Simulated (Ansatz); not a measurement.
`[NH]=[Nb]([NH2])([NH2])[OH]`, 11 atoms. Charge 0, multiplicity 1. Correlated methods include outer-core shells of Nb, which these sets cover unevenly. Nb takes the def2 core potential. All runs use 4 threads of a server CPU on a shared host. Correlated methods freeze the cores.

(1) How many basis functions does each run have, and how long does it take in Ansatz? RKS ωB97M-V/def2-SVP energy; RKS PBE0-D4/def2-TZVP frequencies; RKS PBE0-D4/def2-TZVP relaxation (8 steps); RKS PBE0-D4/def2-QZVPP energy; RKS B3LYP-D4/def2-TZVPP energy and forces; RKS BHLYP-D4/def2-TZVPP energy; RKS ωB97M-V/def2-QZVPP energy; RHF-CCSD(T)/def2-SVP energy; direct RPA on PBE orbitals/def2-TZVPP energy; RKS revPBE-D4/def2-TZVPP energy; RKS PBE0-D4/def2-SVP energy; RHF-CCSD(T)/def2-TZVPP energy. (An estimate is asked.)

## Answers

(1) Computed: Other jobs shared the machine, so times are rough.

```csv
level,job,functions,wall time,peak host memory (GiB)
RKS PBE0-D4/def2-SVP,energy,117,2.2 s,0.27
RKS revPBE-D4/def2-TZVPP,energy,264,3.5 s,0.33
RKS BHLYP-D4/def2-TZVPP,energy,264,6 s,0.63
RKS B3LYP-D4/def2-TZVPP,energy and forces,264,8.5 s,0.71
RKS ωB97M-V/def2-SVP,energy,117,11 s,0.4
direct RPA on PBE orbitals/def2-TZVPP,energy,264,13 s,0.72
RKS PBE0-D4/def2-QZVPP,energy,489,14 s,1.6
RHF-CCSD(T)/def2-SVP,energy,117,25 s,0.8
RKS ωB97M-V/def2-QZVPP,energy,489,36 s,2
RKS PBE0-D4/def2-TZVP,relaxation (8 steps),200,49 s,0.5
RKS PBE0-D4/def2-TZVP,frequencies,200,4.6 min,0.5
RHF-CCSD(T)/def2-TZVPP,energy,264,11 min,7.7
```

B3LYP here is the variant with VWN-RPA as its local correlation; programs differ in this.
